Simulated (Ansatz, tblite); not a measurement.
Forces on the cluster Be4O3 at its PBE0-D4/def2-SVP geometry. Charge 0, multiplicity 1.

The xTB rows come from tblite. The structure comes from a short search, and lower isomers may exist.

GFN1-xTB (tblite), largest force 1.40 eV/Å:

```xyz
7
positions Å, forces eV/Å
Be    0.846    0.682   -1.402   -0.173   -0.265   -0.054
Be   -0.520   -0.230    1.381   -0.365   -0.293    0.610
Be    0.886    1.443    0.529   -0.167   -0.155    0.226
Be   -0.566   -1.103   -0.833   -0.383   -0.625   -0.232
O     0.159   -0.481   -1.931    0.277    0.801    1.120
O    -1.039   -1.274    0.524    0.587    0.719   -0.296
O     0.235    0.963    1.733    0.225   -0.182   -1.374
```

GFN2-xTB (tblite), largest force 1.80 eV/Å:

```
Be -0.153 -0.117 0.271
Be 0.119 0.213 0.123
Be -0.161 -0.269 -0.113
Be 0.112 0.070 -0.239
O -0.380 0.108 1.758
O 0.907 1.111 -0.457
O -0.444 -1.115 -1.344
```

PBE-D4/def2-TZVP (Ansatz), largest force 0.49 eV/Å:

```
Be -0.287 -0.401 0.012
Be 0.084 0.053 -0.180
Be -0.282 -0.298 0.275
Be 0.089 0.160 0.092
O 0.278 0.377 -0.044
O -0.157 -0.193 0.079
O 0.274 0.302 -0.235
```
